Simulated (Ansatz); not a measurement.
Ligand exchange: SiH2(CH3)(OH) + CH9NSi2 → SiH(CH3)(OH)(SiH3) + SiH2(CH3)(NH2)

Species: SiH2(CH3)(OH), singlet; CH9NSi2 `C[SiH2]N[SiH3]`, singlet; SiH(CH3)(OH)(SiH3), singlet; SiH2(CH3)(NH2), singlet. The partners trade H for SiH3: Si–H and N–SiH3 bonds give way to Si–SiH3 and N–H.

Shapes, held fixed at every level: PBE0-D4/def2-TZVP. Flexible molecules stand in one conformer, not always the lowest. Programs: Ansatz 0.2.0. Electronic energies: no zero-point or thermal term.

Problem. Estimate ΔE of this reaction.

Solution. The highest level, CCSD(T)/CBS estimate, gives ΔE = +63.0 kJ/mol; the levels span +44.2 to +71.2. The column of differences is taken from that level and isn't an error. No measured value is set beside it here. The CBS estimate extrapolates MP2 from def2-TZVPP and def2-QZVPP and adds CCSD(T) − MP2 in the triple-zeta set, cores frozen.

```csv
level,kind,ΔE (kJ/mol),less CCSD(T)/CBS estimate
SPW92/def2-TZVPP,LDA,+44.2,-18.8
B3LYP-D4/def2-TZVPP,global hybrid,+60.0,-3.0
r2SCAN0-D4/def2-TZVPP,global hybrid,+59.1,-3.9
wB97M-V/def2-TZVPP,range-separated hybrid,+65.0,+2.0
MP2/def2-TZVPP,perturbation theory,+71.2,+8.2
CCSD(T)/def2-SVP,coupled cluster or CI,+64.6,+1.6
CCSD/def2-SVP,coupled cluster or CI,+65.8,+2.8
CCSD(T)/CBS estimate,coupled cluster or CI,+63.0,0.0
```
